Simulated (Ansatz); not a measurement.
Diatomic TaO, multiplicity 2 (the spin of the measured ground state). No spin–orbit coupling. The T1 diagnostic near the minimum is 0.049, so single-reference values are doubtful.

Seven points along R, fitted to fifth degree in 1/R; most abundant isotopes. In def2 and cc sets the state is the lowest found near the PBE0 minimum, followed along R.

Run with Ansatz (an electronic-structure program). Each number belongs to the level named beside it. In def2 rows elements past Kr take small-core potentials, without spin–orbit coupling.

Doubts at one or more of the structures used: a spin-contaminated determinant (PBE/def2-TZVPP).

Quantity: r_e, from seven points a level.

Costs are ratios of core time to PBE/def2-TZVPP (roughly 26 s), for whole runs (searches for the state included, and forces where a run took them) on one shared machine, so rough; each error counts from the measured 1.6875 Å [Huber and Herzberg (1979), NIST Chemistry WebBook].

| level | basis functions | cost |
|---|---|---|
| SVWN5/def2-TZVPP | 87 | ×0.5 |
| B3LYP/def2-TZVPP | 87 | ×0.8 |
| BHLYP/def2-TZVPP | 87 | ×0.9 |
| CAM-B3LYP/def2-TZVPP | 87 | ×0.9 |
| PBE/def2-TZVPP | 87 | ×1 |
| wB97X-V/def2-TZVPP | 87 | ×2 |
| wB97M-V/def2-TZVPP | 87 | ×2 |
| B97M-V/def2-TZVPP | 87 | ×5 |

Each error (Å): SVWN5/def2-TZVPP -0.005; B3LYP/def2-TZVPP 0.003; BHLYP/def2-TZVPP -0.013; CAM-B3LYP/def2-TZVPP -0.005; PBE/def2-TZVPP 0.010; wB97X-V/def2-TZVPP -0.008; wB97M-V/def2-TZVPP -0.007; B97M-V/def2-TZVPP -0.001.
